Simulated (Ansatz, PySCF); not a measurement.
C2H7FO2Si, SMILES C[C@H]([Si@H](F)O)O. Atoms are numbered in the order given.

```xyz
13

C     -1.9532     1.0110     0.1735
C     -0.9065     0.0118     0.6220
O     -1.4734    -1.2890     0.5429
Si     0.6327     0.0247    -0.4504
O      1.5721     1.3227    -0.0540
F      1.4095    -1.3634    -0.0712
H     -2.8544     0.9201     0.7993
H     -2.2528     0.8277    -0.8702
H     -1.5734     2.0406     0.2551
H     -0.6116     0.2561     1.6646
H     -0.7937    -1.9256     0.7938
H      0.3662    -0.0480    -1.9124
H      2.3362     1.5252    -0.6009
```

The structure is a stationary point at PBE0-D3(BJ)/def2-SVP. The structure was generated by enumeration; whether it is a known compound was not checked. Other conformers were not sampled.

Two levels are set side by side: PBE-D3(BJ)/def2-SVP (Ansatz, a first-principles code) and PBE0-D3(BJ)/def2-SVP (Ansatz). Each level has its own optimised geometry; the coordinates shown are those of the second. Frequencies come from the Hessian of PySCF at each geometry. Differences are taken from unrounded values.

```
quantity                            PBE0-D3(BJ)
----------------------------------  -----------
mean bond length (Å)                      1.327
bond C1–C2 (Å)                            1.515
bond C2–O3 (Å)                            1.421
bond C2–Si4 (Å)                           1.876
bond Si4–O5 (Å)                           1.651
bond Si4–F6 (Å)                           1.635
bond C1–H7 (Å)                            1.101
bond C1–H8 (Å)                            1.101
bond C1–H9 (Å)                            1.100
bond C2–H10 (Å)                           1.111
bond O3–H11 (Å)                           0.964
bond Si4–H12 (Å)                          1.488
bond O5–H13 (Å)                           0.961
highest harmonic wavenumber (cm⁻¹)         3939
mean harmonic wavenumber (cm⁻¹)            1287
zero-point energy (kcal/mol)              60.73
```

Question: What does PBE-D3(BJ) give, and how far is it from PBE0-D3(BJ)? (An estimate is asked for; the answer gives what the named calculation found.)

Answer: 
| quantity | PBE-D3(BJ) | PBE-D3(BJ) minus PBE0-D3(BJ) |
|---|---|---|
| mean bond length (Å) | 1.339 | 0.012 |
| bond C1–C2 (Å) | 1.523 | 0.008 |
| bond C2–O3 (Å) | 1.437 | 0.016 |
| bond C2–Si4 (Å) | 1.888 | 0.012 |
| bond Si4–O5 (Å) | 1.668 | 0.018 |
| bond Si4–F6 (Å) | 1.653 | 0.018 |
| bond C1–H7 (Å) | 1.109 | 0.009 |
| bond C1–H8 (Å) | 1.109 | 0.008 |
| bond C1–H9 (Å) | 1.108 | 0.008 |
| bond C2–H10 (Å) | 1.120 | 0.010 |
| bond O3–H11 (Å) | 0.977 | 0.012 |
| bond Si4–H12 (Å) | 1.500 | 0.013 |
| bond O5–H13 (Å) | 0.973 | 0.011 |
| highest harmonic wavenumber (cm⁻¹) | 3768 | -171 |
| mean harmonic wavenumber (cm⁻¹) | 1242 | -46 |
| zero-point energy (kcal/mol) | 58.58 | -2.16 |

Exact exchange shortens and stiffens bonds; PBE has none. Differences between two approximate levels are no errors against the true value.
